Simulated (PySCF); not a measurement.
Geometries of 2 isomers of C3H7NSSi, from PBE0-D3(BJ)/def2-SVP geometry optimisation, gas phase (PySCF). One conformer each, no zero-point energy, no frequencies.

Question: Which is lower in electronic energy at this level?
A.
```xyz
13
angstrom
C      2.379    0.262   -0.459
S      0.801    0.270   -1.371
Si    -0.514   -0.407    0.160
C     -2.266   -0.374   -0.466
C     -0.348    0.765    1.607
N     -0.208    1.503    2.490
H      3.150    0.591   -1.169
H      2.350    0.964    0.387
H      2.631   -0.747   -0.103
H     -0.101   -1.735    0.697
H     -2.961   -0.702    0.321
H     -2.542    0.645   -0.775
H     -2.373   -1.046   -1.331
```
B.
```xyz
13
angstrom
C     -1.549   -1.197    0.540
N     -0.702   -0.340    0.133
C     -1.068    0.819   -0.515
C     -0.104    1.671   -0.920
S      1.607    1.464   -0.708
Si     1.848   -0.427    0.358
H     -1.191   -2.100    1.050
H     -2.637   -1.074    0.402
H     -2.130    1.038   -0.697
H     -0.376    2.596   -1.437
H      3.351   -0.345    0.416
H      1.553   -1.670   -0.408
H      1.402   -0.452    1.778
```

Answer: A. That is `C([Si@@H](C)SC)#N`, 33.9 kcal/mol below the other.

```csv
SMILES,atoms numbered as above,E (Eh),relative (kcal/mol),relative (kJ/mol),dipole (D)
CS[Si@H](C)C#N,[CH3:1][S:2][Si@H:3]([CH3:4])[C:5]#[N:6],-860.19381,0.0,0.0,2.91
C=N/C=C\S[SiH3],[CH2:1]=[N:2]/[CH:3]=[CH:4]\[S:5][SiH3:6],-860.13974,33.9,142.0,3.44
```

As drawn, the lower has a C≡N group and an Si–C bond, which the higher lacks; the higher has a C=N bond and a C=C bond outside aromatic rings, which the lower lacks.
